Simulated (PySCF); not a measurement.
Working with the constants of TcS

ROHF-CCSD(T) constants of TcS, ⁶Σ⁺ (sextet), unpaired electrons σ ↑, π ↑↑, δ ↑↑ (Tc def2-TZVPP with ECP28, S def2-TZVPP; scalar-relativistic core potentials (PySCF 2.14); masses 98.9072 and 31.9721 u):

- ωe: 504.1 cm⁻¹
- ωexe: 1.48 cm⁻¹
- Be: 0.1543 cm⁻¹
- αe: 0.000607 cm⁻¹
- D (centrifugal): 5.78e-08 cm⁻¹
- De to Tc (4d5 5s2) + S: 3.80 eV

Q: Give the vibrational terms G(v) and spacings up to v = 6.

A: G(v) = ωe(v+½) − ωexe(v+½)².

```json
{"v": "0", "G(v) (cm⁻¹)": "251.7", "G(v) − G(v−1)": "", "Bv (cm⁻¹)": "0.1540"}
{"v": "1", "G(v) (cm⁻¹)": "752.8", "G(v) − G(v−1)": "501.1", "Bv (cm⁻¹)": "0.1534"}
{"v": "2", "G(v) (cm⁻¹)": "1251.0", "G(v) − G(v−1)": "498.2", "Bv (cm⁻¹)": "0.1528"}
{"v": "3", "G(v) (cm⁻¹)": "1746.2", "G(v) − G(v−1)": "495.2", "Bv (cm⁻¹)": "0.1522"}
{"v": "4", "G(v) (cm⁻¹)": "2238.5", "G(v) − G(v−1)": "492.3", "Bv (cm⁻¹)": "0.1516"}
{"v": "5", "G(v) (cm⁻¹)": "2727.8", "G(v) − G(v−1)": "489.3", "Bv (cm⁻¹)": "0.1510"}
{"v": "6", "G(v) (cm⁻¹)": "3214.1", "G(v) − G(v−1)": "486.3", "Bv (cm⁻¹)": "0.1504"}
```

Q: How well does the Morse estimate ωe²/(4ωexe) reproduce De, and what is D0?

A: It gives 5.32 eV, 140 % of the computed De. D0 = De − G(0) = 3.80 − 0.03 = 3.77 eV.

Correlated steps freeze 5 core orbitals. These are scalar-relativistic numbers at best; spin–orbit coupling would shift them, the dissociation energy most. The CCSD T1 diagnostic is raised, a sign that a single reference may not be enough here. The state is the lowest single determinant that the PBE0 search found; with open d or f shells the true ground state can be another one.
